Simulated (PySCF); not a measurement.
Job file and geometry (Å, from GFN2-xTB) of an NMR shielding run on `Nc1ccc(OC(F)F)s1`, C5H5F2NOS, PySCF, GIAO PBE0/pcSseg-1 NMR shielding, non-relativistic, gas phase; density fitting, a coarse starting grid and PySCF grid level 2 are the driver's defaults:

```
{"job": {"kind": "nmr", "xc": "PBE0", "basis": "pcSseg-1"}, "charge": 0, "multiplicity": 1}
N      2.740357     1.318980    -0.208526
C      1.649639     0.484291    -0.203799
C      1.312543    -0.471415    -1.114506
C      0.058748    -1.073372    -0.854712
C     -0.540387    -0.582524     0.254397
O     -1.727026    -0.996098     0.813652
C     -2.694122    -0.056102     0.926320
F     -3.369273     0.103742    -0.241991
F     -3.594659    -0.478366     1.820408
S      0.427352     0.657093     1.028321
H      2.971944     1.749453     0.672679
H      3.535966     0.982847    -0.728775
H      1.929942    -0.729688    -1.954261
H     -0.379239    -1.843170    -1.462325
H     -2.326200     0.942319     1.231207
```

Task: What does the program print?

Result: 
```
coarse grid: 14480 points
cycle   1  E = -920.3737405887  dE =  2.065e+00  |g| = 9.125e-01  |ddm| = 3.900e+00
cycle   2  E = -920.2166582762  dE =  1.571e-01  |g| = 1.318e+00  |ddm| = 1.336e+00
cycle   3  E = -920.5224958781  dE = -3.058e-01  |g| = 1.166e-01  |ddm| = 9.160e-01
cycle   4  E = -920.5246895650  dE = -2.194e-03  |g| = 7.722e-02  |ddm| = 2.020e-01
cycle   5  E = -920.5260842455  dE = -1.395e-03  |g| = 1.568e-02  |ddm| = 7.613e-02
cycle   6  E = -920.5261323558  dE = -4.811e-05  |g| = 5.902e-03  |ddm| = 2.017e-02
cycle   7  E = -920.5261398478  dE = -7.492e-06  |g| = 2.456e-03  |ddm| = 7.827e-03
final grid: 140056 points
cycle   8  E = -920.6080868023  dE = -3.710e-05  |g| = 1.248e-02  |ddm| = 3.320e-02
cycle   9  E = -920.6080432804  dE =  4.352e-05  |g| = 1.881e-02  |ddm| = 2.466e-02
cycle  10  E = -920.6081172832  dE = -7.400e-05  |g| = 2.456e-03  |ddm| = 1.688e-02
cycle  11  E = -920.6081187996  dE = -1.516e-06  |g| = 4.076e-04  |ddm| = 2.677e-03
cycle  12  E = -920.6081188354  dE = -3.583e-08  |g| = 1.191e-04  |ddm| = 4.794e-04
cycle  13  E = -920.6081188380  dE = -2.534e-09  |g| = 4.624e-05  |ddm| = 1.287e-04
cycle  14  E = -920.6081188384  dE = -4.454e-10  |g| = 1.182e-05  |ddm| = 5.354e-05
converged SCF energy = -920.6081188384

GIAO shielding tensors (ppm)
atom      isotropic    diamagn.    paramagn.     s11        s22        s33       span
  0 N      199.238     314.808    -115.570    156.277    183.857    257.578    101.301
  1 C       32.252     260.069    -227.817    -46.329     34.156    108.929    155.258
  2 C       86.358     253.768    -167.410     25.183     86.727    147.163    121.980
  3 C       65.665     252.087    -186.421     -5.280     60.130    142.146    147.426
  4 C       38.565     259.844    -221.279    -31.624     69.271     78.046    109.670
  5 O      184.380     398.013    -213.633    132.522    172.084    248.534    116.013
  6 C       60.049     242.611    -182.562     46.275     59.307     74.563     28.288
  7 F      261.546     471.545    -209.999    182.516    249.976    352.145    169.629
  8 F      273.329     465.025    -191.696    189.758    287.962    342.265    152.507
  9 S      348.845    1058.060    -709.215    227.664    394.721    424.149    196.486
 10 H       28.205      30.456      -2.251     20.612     27.490     36.514     15.902
 11 H       28.207      29.670      -1.463     21.262     26.334     37.026     15.764
 12 H       26.030      31.723      -5.694     22.618     26.248     29.223      6.605
 13 H       25.204      31.265      -6.061     22.246     24.497     28.868      6.622
 14 H       25.170      28.577      -3.407     20.955     26.231     28.324      7.369
```

Size and cost of the density-fitted run: 202 basis functions, 48 s wall time on 1 thread of an x86-64 server CPU, shared host.
